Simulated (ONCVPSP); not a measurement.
**An all-electron radial function and its pseudo partner (potassium (K))**

Columns: radius, all-electron u(r) and pseudo u(r) of the 3s shell (level -35.18 eV) of potassium in the configuration [Ne] 3s2 3p6 4s1; LDA (Perdew-Zunger), scalar-relativistic, ONCV scheme, ONCVPSP 4.0.1.

| r (bohr) | all-electron | pseudo |
| --- | --- | --- |
| 0.118 | -0.0623 | 0.1477 |
| 0.235 | -0.4865 | 0.2910 |
| 0.353 | -0.3854 | 0.4292 |
| 0.470 | -0.0392 | 0.5559 |
| 0.588 | 0.3350 | 0.6689 |
| 0.705 | 0.6329 | 0.7617 |
| 0.822 | 0.8329 | 0.8315 |
| 0.940 | 0.9429 | 0.8761 |
| 1.058 | 0.9798 | 0.8937 |
| 1.175 | 0.9650 | 0.8856 |
| 1.292 | 0.9165 | 0.8551 |
| 1.410 | 0.8477 | 0.8060 |
| 1.528 | 0.7690 | 0.7438 |
| 1.645 | 0.6881 | 0.6745 |
| 1.763 | 0.6082 | 0.6017 |
| 1.880 | 0.5333 | 0.5307 |
| 1.998 | 0.4636 | 0.4628 |
| 2.115 | 0.4012 | 0.4010 |
| 2.232 | 0.3455 | 0.3455 |
| 2.350 | 0.2959 | 0.2959 |
| 2.468 | 0.2526 | 0.2525 |
| 2.585 | 0.2152 | 0.2152 |
| 2.702 | 0.1829 | 0.1829 |
| 2.820 | 0.1549 | 0.1549 |
| 2.938 | 0.1310 | 0.1310 |
| 3.055 | 0.1107 | 0.1107 |

(1) How many radial nodes do the two functions have?

(2) At about which radius was the pseudo-wave matched?

(3) Where does each function peak?

(4) Is the pseudo-wave norm-conserving?

Results:

(1) The all-electron 3s function has n − l − 1 = 2 (the table is too coarse to show those close to the nucleus); the pseudo-wave has 0, since the states of the same l below it are removed with the core.

(2) 2.35 bohr. The columns agree to 0.0005 from 2.12 bohr on; several derivatives are matched, so the curves merge somewhat inside the radius.

(3) Outermost all-electron maximum near 1.06 bohr, pseudo maximum near 1.06 bohr (to the table’s step).

(4) Yes: the ONCV scheme keeps the norm inside the radius equal to the all-electron one, which fixes the energy derivative of the logarithmic derivative at the level.
